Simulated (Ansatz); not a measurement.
Start from `B[SiH2][SiH2]Cl` and change one element to get `[AlH2][SiH2][SiH2]Cl`.

Ansatz, PBE0-D4/def2-TZVP geometries, multiplicity 1. Each molecule was computed in one conformer, which needn't be the lowest.

| property | `B[SiH2][SiH2]Cl` |
| --- | --- |
| LUMO energy (PBE/def2-TZVPP) / eV | -2.21 |
| HOMO energy (ωB97M-V/def2-TZVPP) / eV | -9.69 |
| size of the dipole moment (PBE/def2-TZVPP) / D | 1.71 |
| HOMO energy (PBE/def2-TZVPP) / eV | -6.54 |
| HOMO energy (PBE0/def2-TZVPP) / eV | -7.64 |
| LUMO energy (PBE0/def2-TZVPP) / eV | -1.31 |

Task: What does the change do to each property? (Estimate.)

Result: Computed: 
```tsv
property	`[AlH2][SiH2][SiH2]Cl`	shift
LUMO energy (PBE/def2-TZVPP) / eV	-2.19	0.02
HOMO energy (ωB97M-V/def2-TZVPP) / eV	-9.16	0.53
size of the dipole moment (PBE/def2-TZVPP) / D	1.95	0.24
HOMO energy (PBE/def2-TZVPP) / eV	-6.21	0.33
HOMO energy (PBE0/def2-TZVPP) / eV	-7.21	0.43
LUMO energy (PBE0/def2-TZVPP) / eV	-1.39	-0.08
```

With PBE0 the HOMO rises by 0.43 eV and the LUMO falls by 0.08 eV, so the gap narrows by about 0.51 eV. PBE moves the HOMO by 0.33 eV and ωB97M-V by 0.53 eV. Dipoles are sizes alone; their direction can turn.
